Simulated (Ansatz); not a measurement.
Frontier orbitals of `C#C[O][Ga]([OH])[Cl]`.

```xyz
8

C    -2.1851    1.2105   -0.5777
C    -1.3589    0.3586   -0.3969
O    -0.4957   -0.5791   -0.2125
Ga    1.1979   -0.2960    0.3517
O     2.1762   -1.7467    0.5235
Cl    1.8847    1.6450    0.7550
H    -2.9207    1.9592   -0.7396
H     1.7018   -2.5515    0.2965
```

Total charge 0; spin multiplicity 1. Correlated methods include outer-core shells of Ga, which these sets cover unevenly. Scalar relativity is left out up to krypton. All single points use the PBE0-D4/def2-TZVP geometry. It is one conformer, not always the lowest. Basis def2-TZVPP, the Gaussian-basis code of Ansatz.

Orbital energies of one run (eV). Highest occupied ones, from the top: -6.12, -6.33, -8.38, -8.50, -8.90, -9.34, -10.24, -10.73, -11.47, -12.40, -13.08, -14.76, -18.04, -20.40. Empty: -3.06, -2.03, -0.08, 0.47, 0.74, 0.95.

Question: Which functional gave them?
A. PBE0
B. LDA (SPW92)
C. B3LYP
D. r2SCAN0

Answer: B. HOMO energies: LDA (SPW92) -6.12, r2SCAN0 -7.30, B3LYP -6.91, PBE0 -7.14 eV.

B3LYP here is the variant with VWN-RPA as its local correlation; programs differ in this.
